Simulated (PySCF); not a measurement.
## Electron correlation in Br⁺ (bromine, charge +1)

[Ar] 3d10 4s2 4p4, high-spin 3P determinant. Calculation: PySCF 2.14, in cc-pVDZ-PP with ECP10MDF (4s3p2d, 23 functions); scalar relativity through the core potential. Frozen: 3s2 3p6 3d10; 6 electrons correlated.

MP2 pair energies summed by pair of shells (mhartree):

| pair | energy | share (%) |
| --- | --- | --- |
| 4p-4p | -35.03 | 48.4 |
| 4s-4p | -31.77 | 43.9 |
| 4s-4s | -5.65 | 7.8 |

Total MP2 correlation energy: -72.46 mhartree.

Same-spin part -18.02 and opposite-spin part -54.44 mhartree; SCS-MP2 scales them by 1/3 and 6/5 to -71.33 mhartree.

```
  level  correlation energy (mhartree)
   CCSD                         -87.83
    (T)                          -0.81
CCSD(T)                         -88.64
```

Diagnostics: T1 = 0.0059, D1 = 0.0191, largest double amplitude 0.052.

Cost of the coupled-cluster step: 0.08 s of wall time on 1 thread of Neoverse-V2 (shared host), for 6 correlated electrons.
